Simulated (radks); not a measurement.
Q: These are the eigenvalues of the occupied orbitals of an atom or ion with whole-number occupations (eV). Calculated with a radial shooting solver on a logarithmic mesh with Libxc functionals: Dirac Kohn-Sham, BLYP, spin-unpolarised, spherical densities, finite nucleus; Fermi nuclear charge, rms radius of each element as measured or else 0.836 A^(1/3) + 0.57 fm.

1s1/2: -40230.42
2s1/2: -6433.193
2p1/2: -6074.356
2p3/2: -5627.533
3s1/2: -1378.769
3p1/2: -1226.693
3p3/2: -1138.887
3d3/2: -872.7694
3d5/2: -853.9029
4s1/2: -273.2209
4p1/2: -216.8278
4p3/2: -198.0630
4d3/2: -105.5760
4d5/2: -102.3133
5s1/2: -37.2007
5p1/2: -22.2871
5p3/2: -19.7272
6s1/2: -3.2697
4f5/2: -0.4875

Which element is it, and in what charge state? The configuration may be excited. Open shells, if any, fill j = l - 1/2 first.

A: Z = 58, cerium, charge 0: Ce in [Xe] 4f2 6s2. The list shows which subshells hold electrons but not how many an open one holds; the 1s level, -1478.4 hartree, gives Z - s = 54.4 by -(Z - s)^2/2, which with screening and relativity narrows Z to a few neighbours, and the depths of the outer levels then fix element, charge and occupations together.
